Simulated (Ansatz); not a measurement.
`BBB[SeH]` + H₂O → `BBO` + `B[SeH]` at 700 K and 1 bar (formal hydrolysis of a B–B bond).

Program: Ansatz. Geometries: PBE0-D4/def2-TZVP. ΔE: electronic, gas phase. CCSD(T)/CBS adds triple-zeta CCSD(T) − MP2 to the extrapolated MP2 energy (def2 sets, frozen cores). This one scheme is used for every species. For Se outer-core shells are correlated without core-valence functions, which leaves a few kJ/mol of doubt a bond. Scalar relativity is left out up to krypton. One conformer a species, not always the lowest.

| species | CCSD(T)/CBS energy (Eh) | H − E (kJ/mol) | S (J/(mol·K)) |
| --- | --- | --- | --- |
| `BBB[SeH]` | -2478.04994 | 209.7 | 444.4 |
| H₂O | -76.37941 | 80.5 | 218.4 |
| `BBO` | -127.16606 | 173.8 | 343.9 |
| `B[SeH]` | -2427.30556 | 113.4 | 312.4 |

H − E and S are ideal-gas, rigid-rotor, harmonic terms from PBE0-D4/def2-TZVP, for one conformer and one mirror image of each species. 1 Eh = 2625.50 kJ/mol, R = 8.31446 J/(mol·K).

Problem. By hand: ΔE, ΔH, ΔS and ΔG.

Solution. ΔE = (-127.16606) + (-2427.30556) − (-2478.04994) − (-76.37941) = -0.04227 Eh = -111.0 kJ/mol. Δ(H − E) = 173.8 + 113.4 − 209.7 − 80.5 = -3.0, so ΔH = -114.0 kJ/mol. ΔS = 343.9 + 312.4 − 444.4 − 218.4 = -6.5 J/(mol·K). ΔG = -114.0 − 700 × (-6.5)/1000 = -109.5 kJ/mol.

Problem. By hand: the equilibrium constant, and the temperature at which ΔG would vanish if ΔH and ΔS stayed fixed.

Solution. log₁₀ K = −ΔG/(RT ln 10) = 8.2. ΔG = 0 at ΔH/ΔS = 17538 K, far beyond where these terms or the molecules hold.

The number of gas molecules stays the same, so ΔS is small and ΔH decides. A doubt of 5 kJ/mol in ΔE shifts log₁₀ K by 0.4 here. Other conformers and mirror images would add mixing entropy, several J/(mol·K) or more a flexible species. These are equilibria of isolated gas molecules and say nothing of rates. Largest T1 diagnostic: 0.014 (customary marks: 0.02 for closed shells, 0.045 for open ones).
